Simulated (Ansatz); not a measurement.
**Worked example: C3H7F + C2H7NSn → C3H9N + C2H5FSn**

Species: C3H7F (2-fluoropropane) `CC(C)F`, singlet; C2H7NSn `C[CH2][Sn][NH2]`, singlet; C3H9N (isopropylamine) `CC(C)N`, singlet; C2H5FSn `C[CH2][Sn][F]`, singlet. The partners trade F for NH2: C–F and Sn–NH2 bonds give way to C–NH2 and Sn–F.

Shapes, held fixed at every level: PBE0-D4/def2-TZVP. Flexible molecules stand in one conformer, not always the lowest. Programs: Ansatz 0.2.0. The zero-point and thermal change to 298 K, harmonic and unscaled (PBE0-D4/def2-TZVP), is +2.7 kJ/mol.

At CCSD(T)/def2-TZVPP; 1 Eh = 2625.50 kJ/mol:

| species | energy (Eh) |
| --- | --- |
| C3H7F | -218.057166 |
| C2H7NSn | -348.614554 |
| C3H9N | -174.187936 |
| C2H5FSn | -392.502730 |

**Question.** Work out ΔH(298 K) of the reaction at this level.

**Answer.** 
1. Products less reactants: (-174.187936) + (-392.502730) − [(-218.057166) + (-348.614554)] = -0.018946 Eh = -49.7 kJ/mol.
2. With the thermal change: -49.7 + (+2.7) = -47.0 kJ/mol.

Other levels give -57.2 (MP2/def2-SVP) to -45.3 kJ/mol (SPW92/def2-TZVPP). No measured value is set beside it here. For atoms past krypton def2 sets carry core potentials with scalar relativity. Correlated rows may include outer-core shells of Sn, which these sets cover unevenly.
